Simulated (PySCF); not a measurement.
Work out the structure from these simulated measurements.

Formula: C8H20O4Si.

* Dipole: 0.13 D [wB97X-D/def2-SVPD]
* Polarisability: 135.8 au [wB97X-D/def2-SVPD]
* NMR, other nuclei: isotropic shieldings of nuclei other than C and H, by class: 265 (4 O), 447 (1 Si) ppm [GIAO KT2/pcSseg-1]
* UV, first state: lowest singlet excitation: 8.04 eV (154 nm, f = 0.008) [TDDFT wB97X-D/def2-SVPD]
* Triplet: lowest triplet excitation (Tamm–Dancoff): 7.93 eV [TDA wB97X-D/def2-SVPD]
* 1H NMR: chemical shifts (computed TMS as zero) by class: 3.99 (8 H), 1.17 (12 H) ppm [GIAO KT2/pcSseg-1]
* Rotational structure: rotational constants A, B, C: 0.533, 0.523, 0.412 GHz [PBE0-D3(BJ)/def2-SVP]
* 13C NMR: chemical shifts (computed TMS as zero) by class: 62.7 (4 C), 20.0 (4 C) ppm [GIAO KT2/pcSseg-1]
* UV, strongest line: among the 10 lowest singlet transitions: S7 at 8.89 eV (139 nm, f = 0.024) [TDDFT wB97X-D/def2-SVPD]

Gas-phase values; electronic properties from PySCF, density fitting. Levels stand in brackets. Geometry: PBE0-D3(BJ)/def2-SVP, one conformer, isolated molecule. NMR values are class means; diastereotopic atoms form classes of their own.

Question: Propose a structure and show how it fits.

Answer: 8 carbons fall into 2 classes; from least to most shielded: carbon bonded to C, O and 2 H (62.7 ppm, 4 C), carbon bonded to C and 3 H (20.0 ppm, 4 C). Hydrogen classes from least to most shielded: 8 H on 4 like atoms (carbon bonded to C, O and 2 H) (3.99 ppm), 12 H on 4 like atoms (carbon bonded to C and 3 H) (1.17 ppm). The other shieldings belong to: 265 ppm, oxygen bonded to C and Si; 447 ppm, silicon bonded to 4 O. The optimised geometry has point group C1 and is an asymmetric top. Structure: Si(OEt)4 (`O(CC)[Si](OCC)(OCC)OCC`). The assignments are read from this structure; whether some other isomer fits the data as well wasn't checked.
